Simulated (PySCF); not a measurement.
## Excitation energy of Ni by level of theory

Ni [Ar] 3d8 4s2 (3F) → Ni [Ar] 3d9 4s1 (3D), as a difference of total energies. Computed with PySCF 2.14 in def2-TZVPPD (6s6p4d2f1g, 67 functions), with the non-relativistic Hamiltonian (point nucleus). Correlated levels: valence and next inner shell: [Ne] frozen. The calculations carry no spin-orbit coupling.

```csv
method,excitation energy (eV)
UHF,1.387
MP2 (valence and next inner shell),-1.364
SCS-MP2 (valence and next inner shell),-0.854
CCSD (valence and next inner shell),-0.006
CCSD(T) (valence and next inner shell),-0.122
```

Q: How much does correlation contribute at CCSD(T) (valence and next inner shell)?

A: -0.122 − (1.387) = -1.509 eV, measured against UHF.

A first-order spin-orbit estimate (lowest level to lowest level, LS coupling) adds 0.049 eV.
